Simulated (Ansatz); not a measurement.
Born–Oppenheimer molecular dynamics of AlFH$_{2}$O$_{2}$ (6 atoms, charge 0, multiplicity 1). It starts from a relaxed structure.

Method: RKS B3LYP-D4/STO-3G in Ansatz.

```yaml
ensemble: NVT, Langevin thermostat
time_step: 1 fs
steps_asked: 100
set_temperature: 300 K
friction: 0.02 /fs
temperature_schedule: 25 steps to 300 K, then 75 steps to 600 K
seed: 539083
```

Frames 1 fs apart, positions in Å.

Velocities at 10 fs (Å/ps):

```
Al -0.15 -2.75 -0.56
F -3.58 3.64 0.56
O 3.25 -1.32 3.71
H 4.61 24.13 33.60
O 0.38 0.36 0.55
H 19.22 11.33 -15.32
```

```xyz
6
Properties=species:S:1:pos:R:3 time_fs=10 energy_less_start_eV=0.143 T=242
Al 0.064 -0.240 0.085
F -0.243 0.191 1.629
O 1.672 -0.290 -0.478
H 1.672 -0.372 -1.434
O -1.219 -0.517 -1.044
H -2.085 -0.319 -0.566
6
Properties=species:S:1:pos:R:3 time_fs=11 energy_less_start_eV=0.236 T=160
Al 0.064 -0.243 0.084
F -0.246 0.194 1.630
O 1.676 -0.291 -0.473
H 1.675 -0.351 -1.415
O -1.218 -0.516 -1.043
H -2.067 -0.308 -0.579
6
Properties=species:S:1:pos:R:3 time_fs=12 energy_less_start_eV=0.124 T=308
Al 0.063 -0.245 0.082
F -0.248 0.198 1.631
O 1.681 -0.294 -0.465
H 1.677 -0.333 -1.439
O -1.216 -0.516 -1.042
H -2.067 -0.293 -0.584
6
Properties=species:S:1:pos:R:3 time_fs=13 energy_less_start_eV=0.047 T=442
Al 0.062 -0.248 0.080
F -0.250 0.202 1.632
O 1.687 -0.297 -0.457
H 1.678 -0.313 -1.489
O -1.213 -0.517 -1.041
H -2.087 -0.276 -0.584
6
Properties=species:S:1:pos:R:3 time_fs=14 energy_less_start_eV=0.146 T=309
Al 0.061 -0.250 0.078
F -0.251 0.206 1.633
O 1.693 -0.299 -0.448
H 1.681 -0.292 -1.534
O -1.209 -0.520 -1.040
H -2.111 -0.259 -0.581
6
Properties=species:S:1:pos:R:3 time_fs=15 energy_less_start_eV=0.262 T=171
Al 0.059 -0.251 0.076
F -0.251 0.209 1.634
O 1.699 -0.302 -0.442
H 1.683 -0.275 -1.554
O -1.205 -0.523 -1.038
H -2.127 -0.243 -0.583
6
Properties=species:S:1:pos:R:3 time_fs=16 energy_less_start_eV=0.252 T=220
Al 0.057 -0.252 0.073
F -0.250 0.213 1.636
O 1.705 -0.304 -0.438
H 1.681 -0.262 -1.542
O -1.201 -0.526 -1.036
H -2.127 -0.228 -0.590
6
Properties=species:S:1:pos:R:3 time_fs=17 energy_less_start_eV=0.135 T=439
Al 0.054 -0.253 0.070
F -0.250 0.217 1.638
O 1.712 -0.306 -0.436
H 1.678 -0.254 -1.496
O -1.198 -0.528 -1.035
H -2.108 -0.216 -0.604
6
Properties=species:S:1:pos:R:3 time_fs=18 energy_less_start_eV=0.120 T=427
Al 0.052 -0.255 0.067
F -0.250 0.222 1.641
O 1.718 -0.307 -0.435
H 1.673 -0.247 -1.433
O -1.196 -0.531 -1.034
H -2.077 -0.209 -0.624
6
Properties=species:S:1:pos:R:3 time_fs=19 energy_less_start_eV=0.291 T=225
Al 0.051 -0.256 0.065
F -0.249 0.226 1.644
O 1.723 -0.309 -0.433
H 1.669 -0.240 -1.382
O -1.193 -0.533 -1.034
H -2.047 -0.206 -0.645
6
Properties=species:S:1:pos:R:3 time_fs=20 energy_less_start_eV=0.363 T=136
Al 0.050 -0.255 0.063
F -0.249 0.230 1.646
O 1.727 -0.311 -0.428
H 1.666 -0.231 -1.372
O -1.191 -0.535 -1.036
H -2.027 -0.202 -0.661
6
Properties=species:S:1:pos:R:3 time_fs=21 energy_less_start_eV=0.223 T=285
Al 0.049 -0.255 0.061
F -0.249 0.233 1.645
O 1.730 -0.314 -0.421
H 1.661 -0.217 -1.408
O -1.187 -0.536 -1.039
H -2.025 -0.194 -0.666
```

Of the whole run (100 fs, mean temperature of the second half 351 K): The schedule's set-point averaged 500 K over the second half and the system 351 K, so it lags behind the ramp. A run of 0.1 ps of so small a system gives no equilibrium averages. Limits of this set-up: minimal basis.

Run time: 2.6 min on 1 thread of Arm Neoverse N1 (shared host), peak memory 0.081 GiB.
